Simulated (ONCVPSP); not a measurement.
# Configuration tests for Cs (Z = 55) (ONCV)

Cs (Z = 55), optimised norm-conserving Vanderbilt (ONCV), made with ONCVPSP 4.0.1 (PBEsol, scalar-relativistic). Core [Kr] 4d10, reference 5s2 5p6 6s1. Waves: 5s+6s: rc 3.30 bohr, ncon 5, nbas 9, qcut 3.9 1/bohr, 2 projectors; 5p: rc 3.45 bohr, ncon 4, nbas 7, qcut 4.7 1/bohr, 3 projectors, debl 3.6 Ha; d scattering state at 0.19 Ha: rc 3.55 bohr, ncon 3, nbas 8, qcut 3.1 1/bohr, 1 projector; f scattering state at 0.21 Ha: rc 3.05 bohr, ncon 4, nbas 8, qcut 3.5 1/bohr, 1 projector. Local part: polynomial inside 2.95 bohr (lpopt 5, dvloc0 2 Ha). Core correction: none.

In the d channel the program set the typed energies aside and used 0.050 Ha.

Energies are relative to the spin-unpolarised reference configuration 5s2 5p6 6s1; without spin polarisation the order of configurations can differ from experiment.

```json
{"valence configuration": "5s2 5p6 6s0 6p1", "charge": "0", "ΔE all-electron (eV)": "1.352", "error AE − PS (meV)": "+36"}
{"valence configuration": "5s1 5p6 6s1", "charge": "+1", "ΔE all-electron (eV)": "31.739", "error AE − PS (meV)": "-97"}
```

Task: What are ΔE and the potential's error for 5s2 5p6 6s0?

Result: ΔE = 3.792 eV all-electron; the error (AE − PS) is +0.1 meV.

Task: What are ΔE and the potential's error for 5s2 5p6 6s0.5?

Result: ΔE = 1.457 eV all-electron; the error (AE − PS) is 0.0 meV.

Levels in the configuration 5s2 5p6 6s0.5:

```json
{"level": "5s", "all-electron (eV)": "-29.214", "pseudo (eV)": "-29.213"}
{"level": "5p", "all-electron (eV)": "-15.953", "pseudo (eV)": "-15.951"}
{"level": "6s", "all-electron (eV)": "-3.765", "pseudo (eV)": "-3.765"}
```
